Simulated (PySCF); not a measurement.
Vertical excitations of a molecule C4H5NSi from TDA-B3LYP/def2-SVPD in PySCF, as energy in eV (oscillator strength): 5.37 (0.001), 5.84 (0.000), 6.01 (0.200), 6.21 (0.001), 6.74 (0.001), 6.83 (0.007), 7.11 (0.003), 7.11 (0.067), 7.15 (0.008), 7.41 (0.002). Lowest triplet (TDA): 3.60 eV. Coordinates come from a B3LYP-D3(BJ)/def2-SVP optimisation. One conformer was computed; it need not be the lowest.

### Question
Identify the compound among the candidates.
(A) N#CC1=CC[SiH2]1
(B) C#CC1=N[SiH2]C1
(C) N#CCC#C[SiH3]
(D) C#C[SiH2]CC#N

### Answer
A, N#CC1=CC[SiH2]1
